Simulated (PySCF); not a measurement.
# An isoelectronic set: 131 electrons

PBE in PySCF with def2-SVP on every atom (core potentials on Cd, In, Sn, Sb, Hg, Tl, Pb, Bi), for the lowest determinant that a PBE0 search found; no spin–orbit coupling. All have 131 electrons, 7 of them in the valence shells, and the same state, a quartet (σ ↑, π ↑↑). For ions De leads to the atom and ion picked by measured ionisation energies and electron affinities.

```json
{"species": "HgSb", "difference of nuclear charges": "29", "Re (Å)": "3.366", "ωe (cm⁻¹)": "38.3", "k (mdyn/Å)": "0.0653", "De (eV)": "0.09", "dissociates to": "Hg + Sb", "Mayer bond order": "0.33"}
{"species": "TlSn", "difference of nuclear charges": "31", "Re (Å)": "2.945", "ωe (cm⁻¹)": "118", "k (mdyn/Å)": "0.620", "De (eV)": "2.08", "dissociates to": "Tl + Sn", "Mayer bond order": "1.36"}
{"species": "InPb", "difference of nuclear charges": "33", "Re (Å)": "2.944", "ωe (cm⁻¹)": "122", "k (mdyn/Å)": "0.644", "De (eV)": "2.05", "dissociates to": "In + Pb", "Mayer bond order": "1.42"}
{"species": "CdBi", "difference of nuclear charges": "35", "Re (Å)": "3.150", "ωe (cm⁻¹)": "70.0", "k (mdyn/Å)": "0.213", "De (eV)": "0.24", "dissociates to": "Cd + Bi", "Mayer bond order": "0.61"}
{"species": "TlSb⁺", "difference of nuclear charges": "30", "Re (Å)": "3.294", "ωe (cm⁻¹)": "67.4", "k (mdyn/Å)": "0.204", "De (eV)": "n/a", "dissociates to": "Tl⁺ + Sb", "Mayer bond order": "0.57"}
{"species": "SnPb⁺", "difference of nuclear charges": "32", "Re (Å)": "2.912", "ωe (cm⁻¹)": "135", "k (mdyn/Å)": "0.812", "De (eV)": "n/a", "dissociates to": "Sn⁺ + Pb", "Mayer bond order": "1.63"}
{"species": "InBi⁺", "difference of nuclear charges": "34", "Re (Å)": "3.204", "ωe (cm⁻¹)": "77.2", "k (mdyn/Å)": "0.261", "De (eV)": "n/a", "dissociates to": "In⁺ + Bi", "Mayer bond order": "0.72"}
```

Problem. Which member of the whole set has the stiffest bond, and how does it compare with the softest?

Solution. SnPb⁺ with k = 0.812 mdyn/Å, 12 times that of HgSb.

Weak bonds: CdBi, HgSb. Basis-set superposition, not corrected here, can be much of De in a small basis, most of all at correlated wavefunction levels. Functionals without a dispersion term scatter widely for such bonds, and LDA overbinds them. These are scalar-relativistic numbers at best; spin–orbit coupling would shift them, the dissociation energy most. States were picked by a PBE0 search and need not be the measured ground states.
